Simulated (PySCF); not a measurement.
A ladder of Hamiltonians for Lu⁵³⁺ (lutetium, charge +53)

Occupied: 1s1/2, 2s1/2, 2p1/2, 2p3/2, 3s1/2, 3p1/2, 3p3/2. Hartree-Fock calculated with PySCF 2.14 in an even-tempered Gaussian basis (17 s from 6.5 bohr⁻², ratio 2.7; 14 p from 7.8 bohr⁻², ratio 2.7), Gaussian nucleus throughout. NR is non-relativistic, sf-X2C the spin-free one-electron X2C Hamiltonian, X2C adds the bare one-electron spin-orbit term, X2C-SNSO screens it by Boettger's factors, DC is four-component Dirac-Coulomb, and the Gaunt term is added at first order (total energies over the DC spinors, levels after relaxing the spinors in that mean field). QED terms are absent. Levels marked empty are virtual spinors of this ion; the basis has s and p functions only, so 3d, which can lie below the n = 4 levels, is absent.

| Hamiltonian | E (hartree) | E − E(DC) (hartree) | CPU seconds |
| --- | --- | --- | --- |
| NR | -11099.6501 | 701.3437 | 0.54 |
| sf-X2C | -11781.7699 | 19.2239 | 0.32 |
| X2C | -11796.7449 | 4.2489 | 0.34 |
| X2C-SNSO | -11795.8553 | 5.1384 | 0.31 |
| DC | -11800.9938 | 0.0000 | 22 |
| DC+Gaunt | -11786.4317 | 14.5621 | 39 |

**Question.** Give the 2p spin-orbit interval with each Hamiltonian that has one.

**Answer.** X2C 1179; X2C-SNSO 1142; DC 1140; DC+Gaunt 1127 (eV).

```csv
level (eV),NR,sf-X2C,X2C,X2C-SNSO,DC,DC+Gaunt
1s1/2,-62678.4,-67392.8,-67376.3,-67377.2,-67455.1,-67235.8
2s1/2,-13292.3,-14598.6,-14593.8,-14594.0,-14604.7,-14580.5
2p1/2,-12888.6,-13296.0,-14132.4,-14105.0,-14110.9,-14071.5
2p3/2,-12888.6,-13296.0,-12953.6,-12962.9,-12971.2,-12944.4
3s1/2,-5269.7,-5660.1,-5658.7,-5658.8,-5661.4,-5655.6
3p1/2,-5100.1,-5255.4,-5467.2,-5460.3,-5461.8,-5452.2
3p3/2,-5100.1,-5255.4,-5167.3,-5169.7,-5171.5,-5164.9
4s1/2 (empty),-2708.4,-2855.4,-2855.1,-2855.1,-2855.9,-2853.8
4p1/2 (empty),-2642.6,-2709.1,-2785.6,-2783.1,-2783.7,-2780.1
4p3/2 (empty),-2642.6,-2709.1,-2677.4,-2678.3,-2678.9,-2676.4
```

Weight of the small component: 1s1/2 0.0711, 2s1/2 0.0163, 2p1/2 0.0163, 2p3/2 0.0149, 3s1/2 0.00613, 3p1/2 0.00604, 3p3/2 0.00567, 4s1/2 0.00280, 4p1/2 0.00285, 4p3/2 0.00268.

Koopmans' value for the highest occupied level at DC+Gaunt: 5164.9 eV, against an ionisation energy of 5168 ± 5 eV (theoretical estimate listed by NIST; NIST Atomic Spectra Database, ionization energies); the former lacks relaxation, correlation, QED and recoil.

The whole ladder took 68 s of wall time on 1 thread of Intel(R) Xeon(R) Platinum 8175M CPU @ 2.50GHz (shared host), launched as `OMP_NUM_THREADS=1 python relrun2.py TASK.json OUT` (a driver that calls PySCF for each Hamiltonian).
